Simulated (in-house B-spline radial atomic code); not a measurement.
Whole-atom quantities along the 58-electron series, configuration 1s2 2s2 2p6 3s2 3p6 3d10 4s2 4p6 4d10 4f5/2(6) 4f7/2(4) 5s2. Breit and QED terms are first order and not part of the total energy; the density at the nucleus is averaged over the nuclear charge. Computed with an all-electron radial atomic-structure program (B-spline basis): Dirac-Hartree-Fock, jj configuration that fills j = l - 1/2 first, finite nuclei.

```json
{"ion": "Er10+", "Z": "68", "E/Z² (Eh)": "-2.8251", "Σ<r²> (bohr²)": "15.635", "n(0)/Z³ (bohr⁻³)": "2.5809", "Lamb diamagnetic shielding (ppm)": "8342.04", "repulsion over attraction": "0.14011", "Breit energy (eV)": "341.87", "self-energy (eV)": "276.69", "vacuum polarisation (eV)": "-45.78"}
{"ion": "Tm11+", "Z": "69", "E/Z² (Eh)": "-2.8436", "Σ<r²> (bohr²)": "14.523", "n(0)/Z³ (bohr⁻³)": "2.6827", "Lamb diamagnetic shielding (ppm)": "8520.33", "repulsion over attraction": "0.13867", "Breit energy (eV)": "359.55", "self-energy (eV)": "292.26", "vacuum polarisation (eV)": "-49.054"}
{"ion": "Yb12+", "Z": "70", "E/Z² (Eh)": "-2.8619", "Σ<r²> (bohr²)": "13.549", "n(0)/Z³ (bohr⁻³)": "2.7722", "Lamb diamagnetic shielding (ppm)": "8699.96", "repulsion over attraction": "0.13722", "Breit energy (eV)": "377.87", "self-energy (eV)": "308.53", "vacuum polarisation (eV)": "-52.52"}
{"ion": "Lu13+", "Z": "71", "E/Z² (Eh)": "-2.8801", "Σ<r²> (bohr²)": "12.686", "n(0)/Z³ (bohr⁻³)": "2.8699", "Lamb diamagnetic shielding (ppm)": "8881.13", "repulsion over attraction": "0.13575", "Breit energy (eV)": "396.88", "self-energy (eV)": "325.54", "vacuum polarisation (eV)": "-56.204"}
```
